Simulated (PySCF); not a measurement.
C2H8BNO2 (SMILES CNB(O)OC), singlet, geometry from GFN2-xTB; B3LYP/6-31+G*, polarisability in PySCF.

PySCF was given this input:
```python
from pyscf import gto, scf, dft
from pyscf.prop import polarizability

mol = gto.M(
    atom='''
B     0.224259    0.235407    0.359054
N    -0.792239    0.132549   -0.627413
C    -1.851098    1.064868   -0.939199
H    -0.781654   -0.655412   -1.253604
H    -2.809381    0.544191   -1.017312
H    -1.662610    1.585488   -1.885400
H    -1.936848    1.810727   -0.149832
O     0.338053    1.299627    1.202625
H    -0.306125    1.990421    1.058623
O     1.166447   -0.738887    0.540121
C     1.212470   -1.921164   -0.209712
H     1.379411   -1.716245   -1.273452
H     2.047856   -2.510350    0.171294
H     0.289505   -2.501846   -0.102196
''',
    basis='6-31+g*',
    charge=0,
    spin=0,
    verbose=3,
)

mf = dft.RKS(mol)
mf.xc = 'b3lyp'
mf.kernel()
alpha = mf.Polarizability().polarizability()[2, 2]
print('alpha_zz =', alpha)
```

What the program printed (banner, timings and long lists left out):

```
site-packages/pyscf/prop/efg/rhf.py:45: UserWarning: Module EFG is under testing
  warnings.warn('Module EFG is under testing')
site-packages/pyscf/prop/efg/dhf.py:30: UserWarning: Module EFG is under testing
  warnings.warn('Module EFG is under testing')
site-packages/pyscf/prop/zfs/uhf.py:40: UserWarning: Module ZFS is under testing
  warnings.warn('Module ZFS is under testing')
site-packages/pyscf/prop/gtensor/uhf.py:43: UserWarning: Module g-tensor is under testing
  warnings.warn('Module g-tensor is under testing')
site-packages/pyscf/prop/gtensor/uks.py:41: UserWarning: Module g-tensor is under testing
  warnings.warn('Module g-tensor is under testing')
site-packages/pyscf/prop/hfc/uks.py:35: UserWarning: Module HFC is under testing
  warnings.warn('Module HFC is under testing')
site-packages/pyscf/prop/magnetizability/rhf.py:39: UserWarning: Module magnetizability is under testing
  warnings.warn('Module magnetizability is under testing')
site-packages/pyscf/prop/magnetizability/uhf.py:37: UserWarning: Module magnetizability is under testing
  warnings.warn('Module magnetizability is under testing')
site-packages/pyscf/prop/magnetizability/rks.py:37: UserWarning: Module magnetizability is under testing
  warnings.warn('Module magnetizability is under testing')
site-packages/pyscf/prop/magnetizability/uks.py:39: UserWarning: Module magnetizability is under testing
  warnings.warn('Module magnetizability is under testing')
site-packages/pyscf/prop/polarizability/uhf.py:34: UserWarning: Module polarizability is under testing
  warnings.warn('Module polarizability is under testing')
site-packages/pyscf/prop/polarizability/rks.py:29: UserWarning: Module polarizability is under testing
  warnings.warn('Module polarizability is under testing')
site-packages/pyscf/prop/polarizability/uks.py:29: UserWarning: Module polarizability is under testing
  warnings.warn('Module polarizability is under testing')
converged SCF energy = -311.211087225738
alpha_zz = 48.16350234760577
```
